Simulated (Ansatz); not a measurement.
Program: Ansatz 0.2.0.

A structure relaxed at PBE0-D4/def2-TZVP, charge 0, multiplicity 1:

Cartesian coordinates in Å:
```
Cl 0.183 -1.146 1.842
B 0.169 -0.439 0.249
Se -0.647 1.277 0.003
H 0.662 -1.028 -0.657
H -0.366 1.336 -1.437
```

**Question.** Give its formula and SMILES.

**Answer.** BClH2Se, `ClB[SeH]`.

**Question.** Point group (tolerance 0.08 Å, 0.16 Å for H)?

**Answer.** Cs.

**Question.** Summarise the bond lengths by kind.

**Answer.** 1 × B–Cl 1.743 Å; 1 × B–Se 1.916 Å; 1 × B–H 1.188 Å; 1 × H–Se 1.469 Å.
